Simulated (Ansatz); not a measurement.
```yaml
crystal:
  periodic: [false, false, false]
  atoms:
    - {symbol: O, position_ang: [-2.654553, 2.101836, 0.296056]}
    - {symbol: C, position_ang: [-0.460374, 1.245251, 1.633131]}
    - {symbol: Si, position_ang: [0.813020, -1.661138, 0.102199]}
    - {symbol: O, position_ang: [0.816890, -1.266662, -3.038657]}
    - {symbol: H, position_ang: [-2.524585, 2.115241, -1.439305]}
    - {symbol: H, position_ang: [-0.873183, 0.978068, 3.492026]}
    - {symbol: H, position_ang: [1.050022, 2.813582, 1.443351]}
    - {symbol: H, position_ang: [3.301873, -2.316620, 0.927169]}
    - {symbol: H, position_ang: [-0.997480, -3.730762, 0.694202]}
    - {symbol: H, position_ang: [2.093154, -0.645113, -3.817244]}
basis:
  gaussian: {orbitals: "6-31++G**"}
hamiltonian: {xc: {name: revPBE0}}
accuracy: high
```

```sh
$ ansatz run in.yaml --threads 2 --pin off --events-out ev --progress --plain --max-ram 4352MiB
```

It prints (some lines left out):

```
Functional definition: revPBE0
2397 factors; integrals over basis functions are off by at most 5.3e-9 eV
mean field evaluation 1: about -13037.9000 eV, gradient 1.0e2 eV
mean field evaluation 2: about -12583.3247 eV, gradient 2.4e2 eV
mean field evaluation 4: about -12848.0017 eV, gradient 1.6e2 eV
mean field evaluation 8: about -13069.2571 eV, gradient 3.5e0 eV
mean field evaluation 16: about -13069.4173 eV, gradient 7.9e-7 eV
mean field -13069.41734553 eV, -480.2922286790 hartree, gradient 2.2e-8 eV, S^2 0.000000; 4 other end points of the search recorded, 0 dependent functions left out
reference -13069.41735396 eV, -480.2922289889 hartree; 21, 21 occupied and 95, 95 virtual orbitals, 2397 factors
Total energy: -13069.41735396 eV, -480.2922289889 hartree
```

(1) Something in this input is off. What?

## Answers

(1) The coordinates are in bohr but typed as ångström. The calculation finished and met its thresholds. The result belongs to that input, not to the molecule as meant.
